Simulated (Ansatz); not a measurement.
CH4FNZn (`N[CH2][Zn][F]`), charge 0, multiplicity 1.

(1) Give a relaxed structure at PBE0-D4/def2-TZVP (Ansatz). (Estimate.)

## Answers

(1) The calculation gave: 
Cartesian coordinates in Å:
```
N -0.2759 -1.2186 0.1715
C 0.5247 0.0020 0.1436
Zn -0.5933 1.5542 -0.1580
F -1.6124 2.9587 -0.4275
H -0.6590 -1.4293 -0.7402
H 0.2910 -2.0149 0.4400
H 0.9606 0.1544 1.1361
H 1.3643 -0.0066 -0.5655
```
